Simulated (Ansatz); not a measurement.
Gas-phase electronic energies from Ansatz, PBE0-D4/def2-TZVP geometries. CCSD(T)/CBS adds triple-zeta CCSD(T) − MP2 to the extrapolated MP2 energy (def2 sets, frozen cores). Functionals use def2-TZVPP. def2 core potentials past Kr. For I, Se, Ti outer-core shells are correlated without core-valence functions, which leaves a few kJ/mol of doubt a bond. Scalar relativity is left out up to krypton. One conformer a species, not always the lowest.

Reaction (ligand exchange at a Ti–Se bond): `[Cl][Ti]([Cl])([Cl])[SeH]` + HI → `[Cl][Ti]([Cl])([Cl])[I]` + H₂Se

`[Cl][Ti]([Cl])([Cl])[SeH]`:

Cartesian coordinates in Å:
```
Cl 1.614 -0.034 1.601
Ti 0.116 -0.502 0.100
Cl 0.737 -2.093 -1.224
Cl -1.777 -0.924 1.076
Se -0.150 1.371 -1.361
H -0.540 2.182 -0.192
```

HI:

Cartesian coordinates in Å:
```
I 0.234 -0.256 0.727
H -0.234 0.256 -0.727
```

`[Cl][Ti]([Cl])([Cl])[I]`:

Z-matrix (Å, degrees):
```
Ti
Cl 1 2.162
Cl 1 2.161 2 109.9
I 1 2.530 2 109.0 3 119.5
Cl 1 2.162 2 109.9 3 -121.1
```

H₂Se:

Z-matrix (Å, degrees):
```
Se
H 1 1.467
H 1 1.467 2 91.2
```

```tsv
level	ΔE (kJ/mol)
CAM-B3LYP-D4	-37.8
ωB97M-V	-37.3
```

**Question.** What does CCSD(T)/CBS give? (Best estimate.)

**Answer.** Ansatz gave: -40.8 kJ/mol. The listed levels differ from it by 3.0, 3.5 kJ/mol.

**Question.** What do rigid-rotor, harmonic-oscillator terms from PBE0-D4/def2-TZVP frequencies (298.15 K, 1 bar) make of the CCSD(T)/CBS value? (An estimate is asked.)

**Answer.** Computed: ΔZPE = +3.7 kJ/mol, ΔH = -38.1 kJ/mol, ΔS = -6 J/(mol·K), ΔG = -36.2 kJ/mol.

Largest T1 diagnostic among the species: 0.025, so the coupled-cluster value is less sure than usual.

At CCSD(T), def2-SVP lies −3.4 kJ/mol from the extrapolated value and def2-TZVPP +1.3 kJ/mol. Leaving LDA and LC-ωPBE aside and taking each functional with its dispersion term where it has one, the values, not all of them listed here, spread over 6.7 kJ/mol, from PBE-QIDH to ωB97M-V.

CCSD(T)/CBS has its own doubt, a few kJ/mol and more with outer-core shells, so smaller differences from it don't rank the levels.
